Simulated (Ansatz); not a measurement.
`B[AsH]CO` + CH₃SH → `BSC` + `OC[AsH2]` at 600 K and 1 bar (cleavage of the B–As bond).

Gas-phase electronic energies from Ansatz, PBE0-D4/def2-TZVP geometries. CCSD(T)/CBS is the MP2 limit (def2-TZVPP, def2-QZVPP) plus CCSD(T) − MP2 in def2-TZVPP, frozen cores. This one scheme is used for every species. For As outer-core shells are correlated without core-valence functions, which leaves a few kJ/mol of doubt a bond. Scalar relativity is left out up to krypton. Each species was taken in one conformer, which may not be the lowest.

| species | CCSD(T)/CBS energy (Eh) | H − E (kJ/mol) | S (J/(mol·K)) |
| --- | --- | --- | --- |
| `B[AsH]CO` | -2376.59328 | 243.3 | 421.5 |
| CH₃SH | -438.22835 | 152.3 | 296.8 |
| `BSC` | -463.64092 | 199.3 | 349.7 |
| `OC[AsH2]` | -2351.21112 | 196.0 | 365.5 |

H − E and S are ideal-gas, rigid-rotor, harmonic terms from PBE0-D4/def2-TZVP, for one conformer and one mirror image of each species. 1 Eh = 2625.50 kJ/mol, R = 8.31446 J/(mol·K).

By hand: ΔE, ΔH, ΔS and ΔG.

ΔE = (-463.64092) + (-2351.21112) − (-2376.59328) − (-438.22835) = -0.03041 Eh = -79.8 kJ/mol. Δ(H − E) = 199.3 + 196.0 − 243.3 − 152.3 = -0.3, so ΔH = -80.1 kJ/mol. ΔS = 349.7 + 365.5 − 421.5 − 296.8 = -3.1 J/(mol·K). ΔG = -80.1 − 600 × (-3.1)/1000 = -78.2 kJ/mol.

By hand: the equilibrium constant, and the temperature at which ΔG would vanish if ΔH and ΔS stayed fixed.

log₁₀ K = −ΔG/(RT ln 10) = 6.8. ΔG = 0 at ΔH/ΔS = 25839 K, far beyond where these terms or the molecules hold.

The number of gas molecules stays the same, so ΔS is small and ΔH decides. A doubt of 5 kJ/mol in ΔE shifts log₁₀ K by 0.4 here. Other conformers and mirror images would add mixing entropy, several J/(mol·K) or more a flexible species. These are equilibria of isolated gas molecules and say nothing of rates. Largest T1 diagnostic: 0.014 (customary marks: 0.02 for closed shells, 0.045 for open ones).
